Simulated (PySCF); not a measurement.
Ranking problems on computed properties.

Each SMILES stands for a single optimised conformer of the isolated species, non-relativistic unless stated. Electronic properties by PySCF.

Dipoles, sizes and rotational constants follow the conformer. The torsions of the flexible species, by atom-mapped SMILES:
- `[CH3:1][C:2](=[O:3])[O:4][SiH2:5][C:6]([Cl:7])([Cl:8])[Cl:9]`: C1–C2–O4–Si5 180°, C2–O4–Si5–C6 180°, O4–Si5–C6–Cl7 -61°
- `[CH3:1][CH2:2][CH2:3][CH:4]([SiH3:5])[SiH3:6]`: C1–C2–C3–C4 -176°, C2–C3–C4–Si5 175°
- `[O:1]=[C:2]([CH2:3][C:4]([Cl:5])([Cl:6])[Cl:7])[O:8][SiH3:9]`: O1–C2–C3–C4 149°, C2–C3–C4–Cl5 -52°, O1–C2–O8–Si9 -3°
- `[CH3:1][N:2]([CH3:3])[AlH2-:4][N+:5]([CH3:6])([CH3:7])[CH3:8]`: C1–N2–Al4–N5 -93°, N2–Al4–N5–C6 180°
- `[CH2:1]=[CH:2][C:3]1=[CH:4][CH:5]=[C:6]([CH3:7])[P@H:8]1=[Se:9]`: C1–C2–C3–C4 -178°
- `[BH2:1][NH:2][CH:3]1[CH2:4][CH2:5]1`: B1–N2–C3–C4 144°

The conformers of `FC(F)=C(F)[SiH]1OCCO1` aren't listed.

Question: Rank by lowest triplet excitation (Tamm–Dancoff), lowest first (TDA CAM-B3LYP/def2-SVPD at PBE0-D3(BJ)/def2-SVP geometries).
A. `FC(F)=C(F)[SiH]1OCCO1`
B. `C([SiH3])([SiH3])CCC`
C. `O=C(CC(Cl)(Cl)Cl)O[SiH3]`
D. `CC(=O)O[SiH2]C(Cl)(Cl)Cl`

Answer: A (3.99 eV), C (5.33 eV), D (5.43 eV), B (7.28 eV).

By how much do the two ends of that ranking differ?

By 3.29 eV, between `CCCC([SiH3])[SiH3]` and `FC(F)=C(F)[SiH]1OCCO1`.

Question: Rank by lowest singlet excitation, highest first (TDDFT CAM-B3LYP/def2-SVPD at PBE0-D3(BJ)/def2-SVP geometries).
A. `CC(=O)O[SiH2]C(Cl)(Cl)Cl`
B. `CCCC([SiH3])[SiH3]`
C. `FC(F)=C(F)[SiH]1OCCO1`
D. `O=C(CC(Cl)(Cl)Cl)O[SiH3]`

Answer: B (7.63 eV), C (6.45 eV), A (5.93 eV), D (5.82 eV).

Give the two extremes of that set as wavelengths.

`O=C(CC(Cl)(Cl)Cl)O[SiH3]`: 213 nm; `CCCC([SiH3])[SiH3]`: 163 nm.

Question: Rank by HOMO–LUMO gap, highest first (CAM-B3LYP/def2-SVPD at PBE0-D3(BJ)/def2-SVP geometries).
A. `C(O[SiH3])(=O)CC(Cl)(Cl)Cl`
B. `FC(F)=C(F)[SiH]1OCCO1`
C. `CCCC([SiH3])[SiH3]`
D. `CC(=O)O[SiH2]C(Cl)(Cl)Cl`

Answer: C (10.59 eV), A (10.21 eV), D (10.08 eV), B (9.31 eV).

Question: Rank by smallest rotational constant, highest first (PBE0-D3(BJ)/def2-SVP).
A. `O=C(CC(Cl)(Cl)Cl)O[SiH3]`
B. `C=CC1=CC=C(C)[P@H]1=[Se]`
C. `CCCC([SiH3])[SiH3]`
D. `C[N](C)[AlH2-][N+](C)(C)C`
E. `BNC1CC1`

Answer: E (2.976 GHz), D (0.984 GHz), C (0.900 GHz), B (0.540 GHz), A (0.483 GHz).

By how much do the two ends of that ranking differ?

By 2.493 GHz, between `BNC1CC1` and `O=C(CC(Cl)(Cl)Cl)O[SiH3]`.

Question: Rank by HOMO energy, lowest first (CAM-B3LYP/def2-SVPD at PBE0-D3(BJ)/def2-SVP geometries).
A. `CCCC([SiH3])[SiH3]`
B. `C(Cl)(Cl)(Cl)[SiH2]OC(=O)C`
C. `O=C(CC(Cl)(Cl)Cl)O[SiH3]`
D. `FC(F)=C(F)[SiH]1OCCO1`

Answer: C (-10.15 eV), B (-9.99 eV), A (-9.49 eV), D (-9.11 eV).
